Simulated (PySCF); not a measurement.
# How methods differ on the ionisation energy of Cr²⁺

Cr²⁺ [Ar] 3d4 (5D) → Cr³⁺ [Ar] 3d3 (4F), as a difference of total energies. Calculation: PySCF 2.14, in ANO-RCC-VTZP (6s5p3d2f1g, 59 functions); scalar relativity by spin-free X2C-1e. Correlated levels: valence and next inner shell: [Ne] frozen. The calculations carry no spin-orbit coupling.

```
                                method  ionisation energy (eV)  plus first-order spin-orbit estimate  error of that sum (eV)
                                   UHF                  29.725                                29.698                  -1.261
    MP2 (valence and next inner shell)                  31.089                                31.062                  +0.103
SCS-MP2 (valence and next inner shell)                  30.633                                30.607                  -0.352
   CCSD (valence and next inner shell)                  30.828                                30.802                  -0.157
CCSD(T) (valence and next inner shell)                  30.861                                30.834                  -0.125
```

Reference: 30.959 ± 0.025 eV (measured; NIST Atomic Spectra Database, ionization energies).

A first-order spin-orbit estimate (lowest level to lowest level, LS coupling) adds -0.027 eV.

Errors of the correlated levels include the incompleteness of this basis and the frozen core.
